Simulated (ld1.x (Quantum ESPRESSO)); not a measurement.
**Before and after: TM potential for beryllium (Be)**

| Quantity | Value |
| --- | --- |
| Element | beryllium |
| Generator | ld1.x (Quantum ESPRESSO) 7.5 |
| Type | norm-conserving Troullier–Martins (Kleinman–Bylander form) |
| Functional | PBE |
| Relativity | scalar-relativistic |
| Frozen core | [He] |
| Valence charge | 2 |
| Reference configuration | 2s1 2p1 |
| Partial waves | 2s (bound): rc 1.75 bohr; 2p (bound): rc 4.20 bohr; 3d channel at 0.35 Ry: rc 4.05 bohr |
| Local potential | the d channel |
| Core correction | Bessel-smoothed model core inside 0.80 bohr |

All-electron outer shells of the reference configuration (PBE, scalar-relativistic, ld1.x):

```tsv
shell	level (eV)	outermost node (bohr)	outermost maximum (bohr)
1s	-107.63	–	0.27
2s	-6.16	0.59	2.02
2p	-2.53	–	2.23
```

Change: wave 3d channel at 0.35 Ry: rc 4.05 bohr becomes 3d channel at 0.35 Ry: rc 5.66 bohr.

Cutoffs: the cutoffs (Ry, on a coarse ladder) from which the occupation-weighted sum of valence levels, in a spherical-Bessel basis at the reference potential, stays within 10 and 1 mRy of its value at 400 Ry; they do not see the model core or the augmentation charge, which bear on the density cutoff. Errors are all-electron minus pseudo energies relative to the spin-unpolarised reference configuration.

Task: What does the change do?

Result: The potential gets harder (8 Ry and 15 Ry → 10 Ry and 15 Ry); a bound ghost appears in s, which as a rule spoils a file; the errors of the 5 common tests hardly move.

| quantity | base | changed |
| --- | --- | --- |
| cutoff, loose | 8 Ry | 10 Ry |
| cutoff, tight | 15 Ry | 15 Ry |
| loose cutoff by channel (10 mRy a level) | s 8 Ry, p 6 Ry | s 10 Ry, p 6 Ry |
| bound ghosts | none | s |
| error for 2s2 2p0, meV [ΔE -3.61 eV] | -25 | -26 |
| error for 2s1 2p0, meV [ΔE 5.94 eV] | +86 | +86 |
| error for 2s1.5 2p0, meV [ΔE 0.15 eV] | +20 | +21 |
| error for 2s0 2p2, meV [ΔE 3.64 eV] | -27 | -27 |
| error for 2s0 2p1, meV [ΔE 9.85 eV] | -79 | -74 |

 A true bound ghost makes a file unfit for plane-wave use even where its test errors are small: the radial tests pick states by their node count and pass the ghost by.
